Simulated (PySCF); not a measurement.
Bond curve of SrCd

Set-up: basis Sr def2-SVPD with ECP28, Cd def2-SVPD with ECP28; scalar-relativistic core potentials; PySCF 2.14. Energies in eV from Sr + Cd in their ground configurations at the same level. State: ¹Σ⁺ (singlet), closed shell.

All columns are PBE. A positive dipole means Sr(−)Cd(+).

```csv
R (Å),E (eV),μ (D),Mulliken charge on Sr (basis-dependent),HOMO (eV),LUMO (eV),Mayer bond order,⟨S²⟩
3.464,-0.069,0.09,0.03,-3.34,-1.96,0.68,0.00
3.625,-0.110,-0.04,0.04,-3.38,-1.87,0.60,0.00
3.786,-0.127,-0.14,0.04,-3.41,-1.80,0.52,0.00
3.907,-0.131,-0.21,0.03,-3.44,-1.75,0.47,0.00
4.028,-0.129,-0.26,0.03,-3.46,-1.70,0.42,0.00
4.149,-0.123,-0.30,0.02,-3.48,-1.69,0.37,0.00
4.310,-0.112,-0.34,0.02,-3.50,-1.69,0.32,0.00
4.511,-0.096,-0.36,0.01,-3.52,-1.67,0.26,0.00
4.753,-0.078,-0.37,0.01,-3.53,-1.66,0.20,0.00
5.075,-0.057,-0.34,0.00,-3.54,-1.63,0.14,0.00
```

A fit through these points gives, at Re = 3.912 Å, μ = -0.21 D and dμ/dR = -0.470 D/Å; the reduced mass is 49.61 u.

**Question.** How strong is the fundamental in the double-harmonic approximation, I = 42.26·(dμ/dR)²/μred km/mol?

**Answer.** I = 42.26·(-0.470)²/49.61 = 0.188 km/mol at PBE.

Closed-shell solutions of metal pairs were not tested for spin polarisation, which can lower them a little. The bond is weak. Basis-set superposition, not corrected here, can be much of De in a small basis, most of all at correlated wavefunction levels. Functionals without a dispersion term scatter widely for such bonds, and LDA overbinds them.
